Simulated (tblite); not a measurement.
Question: Give a GFN2-xTB geometry of InChI=1S/C5H14FNSi/c1-3-7-8-5(2)4-6/h5,7H,3-4,8H2,1-2H3/t5-/m1/s1.

Answer: 
```
atom  x, y, z in Å
C1     3.1647    0.8795    0.1028
C2     2.5378   -0.5070   -0.0155
N3     1.1215   -0.5230    0.2709
Si4   -0.0460   -0.0108   -0.8790
C5    -1.7525   -0.5658   -0.2212
C6    -2.8624    0.0986   -1.0260
C7    -1.9119   -0.2657    1.2578
F8    -1.4857    1.0147    1.5515
H9     3.0058    1.2818    1.1013
H10    4.2337    0.8290   -0.0862
H11    2.7092    1.5538   -0.6175
H12    2.6704   -0.8821   -1.0316
H13    3.0414   -1.1955    0.6728
H14    0.9532   -0.2625    1.2329
H15   -0.1107    1.4280   -1.1825
H16    0.2492   -0.7515   -2.1103
H17   -1.8501   -1.6489   -0.3278
H18   -3.8438   -0.2632   -0.7184
H19   -2.7378   -0.1088   -2.0857
H20   -2.8361    1.1763   -0.8845
H21   -1.3028   -0.9373    1.8706
H22   -2.9575   -0.3201    1.5831
```

Any rigid rotation of these coordinates is as good. Atoms count from 1 in this order. Si4 (SiH2 silicon) is distorted tetrahedral (angles from 105.9° to 117.4°). Of the pairs four or more bonds apart, Si4···H11 is among the closest relative to their van der Waals radii: 3.18 Å, 96 % of the sum of Bondi's values. N3 (silicon-bound nitrogen) has angles 122.0°, 116.6° and 110.4°, sum 349.0°, 0.26 Å off the plane of its three neighbours.

Bonds between heavy atoms (Å): C1–C2 1.526, C2–N3 1.445, N3–Si4 1.717, Si4–C5 1.911, C5–C6 1.523, C5–C7 1.518, C7–F8 1.381.

Computed geometry: GFN2-xTB, gas phase.

Point group: C1 (no symmetry element, even within 0.4 Å). Its GFN2-xTB frequencies are all real (lowest 32 cm⁻¹). One conformer, not necessarily the lowest (C1–C2–N3–Si4 79°, C2–N3–Si4–C5 168°, N3–Si4–C5–C6 168°, Si4–C5–C7–F8 46°). 3 starts were optimised and ended at 0.00, 0.31 and 1.95 kcal/mol (GFN2-xTB); the lowest of these is shown.
